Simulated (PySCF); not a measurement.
## Correlation energy of Be (beryllium, neutral)

[He] 2s2, closed-shell 1S. Computed with PySCF 2.14 in x2c-SVPall (3s2p, 9 functions), with the spin-free X2C one-electron Hamiltonian (Gaussian nucleus). Frozen: 1s2; 2 electrons correlated.

Total MP2 correlation energy: -22.03 mhartree.

Same-spin part 0.00 and opposite-spin part -22.03 mhartree; SCS-MP2 scales them by 1/3 and 6/5 to -26.43 mhartree.

With two correlated electrons CCSD is exact within the correlated space (frozen core and kept virtual orbitals).

```
level  correlation energy (mhartree)
 CCSD                         -44.19
```

Diagnostics: T1 = 0.019, D1 = 0.0273, largest double amplitude 0.161.

**Question.** Is a single reference adequate?

**Answer.** Not fully. A double-excitation amplitude exceeds 0.15, a sign of near-degeneracy.
